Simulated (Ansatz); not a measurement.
Saddle point of Si2H7Cl2O2F, singlet (Si₂H₅Cl₂OF ([OH2][Si]([F])([SiH3])([Cl])[Cl]) + H₂O → SiHCl₂OF ([OH][Si]([F])([Cl])[Cl]) + SiH₄ + H₂O; bonds formed: Si2–H8, O9–H14; bonds broken: Si1–Si2, O5–H14, H8–O9), PBE0-D4/def2-TZVP structure:

```xyz
14
angstrom
Si -0.5013 -0.4334 -0.9176
Si -0.3210 -0.7232 1.5888
Cl -2.0127 -1.4091 -1.9144
Cl 0.8034 -2.1882 -0.8591
O 0.5896 0.4673 -1.8384
H 0.3826 2.3888 0.4377
F -1.4205 0.8968 -0.5859
H 0.5008 0.6682 0.6215
O 1.0633 1.7101 0.3167
H -0.8111 0.3188 2.5403
H 0.8413 -1.4413 2.1571
H -1.4567 -1.6548 1.3455
H 1.2727 -0.0927 -2.2216
H 1.0697 1.4928 -0.6706
```

Energies are electronic, without zero-point energy. Barriers and step energies count from the start structure reached by relaxing down the imaginary mode; all methods use the PBE0-D4 structures, on which another method's saddle can fall below an end. Computed with Ansatz 0.2.0 (basis: def2-TZVPP, with def2-QZVPP for the basis limit); correlated methods freeze the cores. B3LYP uses VWN-RPA correlation. Extrapolation: Hartree–Fock as exp(−7.88 √X), correlation as X^−2.97.

```tsv
method	barrier (eV)	step energy (eV)
SPW92	?	-0.768
PBE-D4	1.086	-1.172
BLYP-D4	1.251	-1.455
r2SCAN-D4	1.155	-1.363
B97M-V	?	-1.490
PBE0-D4	1.283	-1.274
B3LYP-D4	1.406	-1.508
r2SCAN0-D4	1.325	-1.407
BHLYP-D4	1.648	-1.615
CAM-B3LYP-D4	1.492	-1.516
wB97X-V	1.450	-1.449
wB97M-V	1.402	-1.435
B2PLYP	1.474	-1.592
PBE-QIDH	1.421	-1.416
RPA on PBE	?	-1.604
HF	2.150	-2.159
MP2	1.405	-1.555
CCSD	1.596	-1.647
CCSD(T)	1.467	-1.554
```

Fill in the withheld barriers. (An estimate is asked for; the value comes from the calculation.)

By the calculation: RPA on PBE 1.421; B97M-V 1.274; SPW92 0.903 eV. Each is the energy of the saddle less that of the start structure, by the same method.

For comparison, the barrier by CCSD(T) at an estimated basis limit (MP2 extrapolated from triple and quadruple zeta, plus CCSD(T) − MP2 in triple zeta) is 1.467 eV.

The T1 diagnostic stays at or below 0.012.

Labels in which every atom is bracketed show which atoms are joined, not bond orders.

For scale, one of the runs: CCSD(T)/def2-TZVPP, 359 basis functions, launched by `ansatz run in.yaml --threads 4 --pin off --events-out ev --progress --plain --max-ram 66560MiB --backend cuda --devices 0, --max-vram 37GiB`. The run took 26 s on 4 CPU threads of an AMD EPYC 7R13 and a share of one NVIDIA H100 (shared host), with 0.87 GiB of host memory at its peak.
